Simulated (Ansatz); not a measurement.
cis-Zr(PH3)2Br4 (ZrP₂H₆Br₄). The state is a singlet with charge 0. Geometry PBE-D4/def2-SVP, basis def2-TZVP, Ansatz.

```xyz
13

Br   -0.120   -1.318    3.287
Br    2.325    1.721    2.047
Br   -1.489    1.694    1.227
Br    2.009   -1.600    0.030
P     0.878    1.380   -1.201
P    -1.392   -1.475   -0.047
Zr    0.541    0.098    1.307
H     0.629    2.784   -1.304
H     0.070    0.962   -2.308
H     2.146    1.326   -1.860
H    -1.624   -1.242   -1.441
H    -2.757   -1.438    0.381
H    -1.216   -2.892   -0.118
```

```json
{"run": "A", "HOMO (eV)": "-6.71", "LUMO (eV)": "-3.46"}
{"run": "B", "HOMO (eV)": "-7.02", "LUMO (eV)": "-3.39"}
{"run": "C", "HOMO (eV)": "-7.85", "LUMO (eV)": "-2.77"}
{"run": "D", "HOMO (eV)": "-7.47", "LUMO (eV)": "-3.14"}
```

In the def2 sets Zr takes a core potential; there is no spin–orbit coupling. HSE06 is defined as in plane-wave codes, on full-range PBE exchange. No other spin state of charge 0 was run.

The runs used HSE06, PBE, PBE0, r2SCAN. Estimate which is which.

A PBE (0 % exact exchange); B r2SCAN (0 % exact exchange); C PBE0 (25 % exact exchange); D HSE06 (range-separated). Exact exchange lowers occupied and raises empty levels; among semilocal functionals meta-GGAs tend to open the gap a little, and such runs are hard to tell apart. The gap grows from 3.25 eV (PBE) to 5.08 eV (PBE0).
